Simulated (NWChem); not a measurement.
# 1,1,1-trifluoroethane (C2H3F3); SMILES CC(F)(F)F

Computed with NWChem. The geometry was optimised at PBE0/def2-SVP. Level B3LYP/def2-SVP: energy and gradient; each run changes one setting, and changes count from the defaults (medium grid, exact Coulomb integrals, symmetry on).

```
setting                              size of the energy change (μHa)  largest change of a gradient component (μHa/bohr)
-----------------------------------  -------------------------------  -------------------------------------------------
defaults                                                        < 10                                               < 30
symmetry off                                                    < 10                                        other frame
coarse grid                                                       30                                                300
tight SCF thresholds and tolerances                             < 10                                                 60
```
